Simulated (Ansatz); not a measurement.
## What each rung costs, and what it gives

Saddle point of CH7BrSn, singlet (CH₆Sn ([CH3][SnH3]) + HBr → SnH₃Br ([Br][SnH3]) + CH₄; bonds formed: Sn1–Br7, C2–H6; bonds broken: Sn1–C2, H6–Br7), PBE0-D4/def2-TZVP structure:

```csv
atom,x (Å),y (Å),z (Å)
Sn1,-0.5737,0.9924,-0.4936
C2,0.1249,-1.1498,0.1317
H3,-1.7921,0.2585,-1.4676
H4,-1.2927,1.7922,0.8067
H5,0.5756,1.7310,-1.4840
H6,0.8117,-0.1414,0.6666
Br7,1.8518,1.1259,1.4803
H8,0.2923,-1.4851,-0.8927
H9,-0.8576,-1.4488,0.4993
H10,0.8598,-1.6748,0.7533
```

Barriers are electronic and count from the start structure reached by relaxing down the imaginary mode.

Program: Ansatz 0.2.0. Basis: as named in each row. Cores are frozen in the correlated methods. Filled d shells of the heavier atoms are correlated. Core potentials replace the inner electrons of the atoms past krypton. The def2 sets are not built for correlating such inner shells, so the correlated values are less sure here. B3LYP uses VWN-RPA correlation. Extrapolation: Hartree–Fock as exp(−7.88 √X), correlation as X^−2.97.

Times are rough, for one single point on 8 threads of a shared host (Oxide Virtual Turin-like).

The estimate by CCSD(T) at an estimated basis limit (MP2 extrapolated from triple and quadruple zeta, plus CCSD(T) − MP2 in triple zeta) is 121.1 kJ/mol.

| method | basis | time (s) | barrier (kJ/mol) | method less estimate |
| --- | --- | --- | --- | --- |
| SPW92 | def2-SVP | under 1 | 80.1 | -41.0 |
| PBE-D4 | def2-SVP | 1 | 100.9 | -20.1 |
| PBE0-D4 | def2-SVP | 2 | 112.1 | -9.0 |
| SPW92 | def2-TZVPP | 2 | 77.2 | -43.8 |
| BLYP-D4 | def2-TZVPP | 2 | 110.7 | -10.4 |
| PBE-D4 | def2-TZVPP | 2 | 97.1 | -24.0 |
| B3LYP-D4 | def2-TZVPP | 2 | 117.7 | -3.3 |
| r2SCAN-D4 | def2-TZVPP | 3 | 99.4 | -21.6 |
| BHLYP-D4 | def2-TZVPP | 3 | 127.6 | 6.6 |
| PBE0-D4 | def2-TZVPP | 3 | 106.9 | -14.2 |
| CAM-B3LYP-D4 | def2-TZVPP | 3 | 125.8 | 4.8 |
| r2SCAN0-D4 | def2-TZVPP | 4 | 107.8 | -13.2 |
| wB97M-V | def2-SVP | 4 | 125.0 | 3.9 |
| PBE-QIDH | def2-TZVPP | 5 | 117.7 | -3.3 |
| wB97X-V | def2-TZVPP | 5 | 124.3 | 3.2 |
| RPA on PBE | def2-TZVPP | 5 | 138.1 | 17.1 |
| B97M-V | def2-TZVPP | 5 | 117.5 | -3.6 |
| wB97M-V | def2-TZVPP | 5 | 119.9 | -1.1 |
| B2PLYP | def2-TZVPP | 6 | 126.0 | 4.9 |
| CCSD(T) | def2-SVP | 6 | 148.6 | 27.6 |
| MP2 | def2-QZVPP | 14 | 117.6 | -3.5 |
| CCSD(T) | def2-TZVPP | 87 | 133.6 | 12.5 |

All methods are single points on the PBE0-D4 structures.

No T1 diagnostic of these runs exceeds 0.011.

Labels in which every atom is bracketed show which atoms are joined, not bond orders.
